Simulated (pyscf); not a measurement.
# [HO–Zn]• (SMILES [OH][Zn]), doublet

Gas-phase minimum from PySCF at ωB97X-D3(BJ)/def2-SVP, one conformer. 

```xyz
3

O      0.6106    -0.3314    -0.1190
Zn     1.8452     0.9747    -0.3643
H      0.4741    -0.5582     0.8098
```
Charge 0, spin multiplicity 2.

Bonds (Å): O1–Zn2 1.814, O1–H3 0.966. Bond angles (°): Zn2–O1–H3 113.3.

Properties at ωB97X-D3(BJ)/def2-SVP:

| Property | Value |
|---|---|
| Harmonic wavenumbers, unscaled | 609, 703, 3878 cm⁻¹ |
| Zero-point energy | 7.4 kcal/mol |
| Rotational symmetry number | 1 |
| Entropy of this conformer at 298 K and 1 atm, rigid rotor and harmonic oscillator, modes under 100 cm⁻¹ raised to 100 | 251.6 J/(mol K) |
| Dipole moment | 2.36 D |
| Spin expectation value S2 | 0.754 |

Single-point totals, which compare only within one level (frozen core for MP2 and CC):

```json
[
 {"level": "ωB97X-D3(BJ)/def2-TZVP", "total energy (hartree)": "-1855.19634"},
 {"level": "PBE/def2-TZVP", "total energy (hartree)": "-1854.88574"},
 {"level": "r²SCAN/def2-TZVP", "total energy (hartree)": "-1855.17957"},
 {"level": "B3LYP-D3(BJ)/def2-TZVP", "total energy (hartree)": "-1855.28544"},
 {"level": "PBE0-D3(BJ)/def2-TZVP", "total energy (hartree)": "-1854.90069"},
 {"level": "M06-2X/def2-TZVP", "total energy (hartree)": "-1855.17667"},
 {"level": "ωB97M-D3(BJ)/def2-TZVP", "total energy (hartree)": "-1855.27304"},
 {"level": "UHF/def2-TZVPP", "total energy (hartree)": "-1853.27122"},
 {"level": "MP2/def2-TZVPP", "total energy (hartree)": "-1854.33155"},
 {"level": "CCSD/def2-TZVPP", "total energy (hartree)": "-1854.25204"},
 {"level": "CCSD(T)/def2-TZVPP", "total energy (hartree)": "-1854.27718"}
]
```

The CCSD(T) − MP2 part came from Ansatz, without density fitting, on the same reference. The frozen core leaves the outer d or s,p core shells of the metals and heavy elements correlated in the MP2 and CC values, and def2-TZVPP describes them poorly, so these totals are far from the basis limit. Elements up to Kr have no core potential and no relativistic terms here.
